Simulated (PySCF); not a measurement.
A structure optimised at PBE-D3(BJ)/def2-TZVPD, used in a PySCF frequency run:

```xyz
2

Rb     0.0000     0.0000    -0.4635
F      0.0000     0.0000     1.9054
```

Q: Write its SMILES, formula and point group.

A: [F][Rb], FRb, C∞v

Q: What are its rotational constants (standard atomic weights)?

A: 5.7944 GHz (linear rotor, B only)
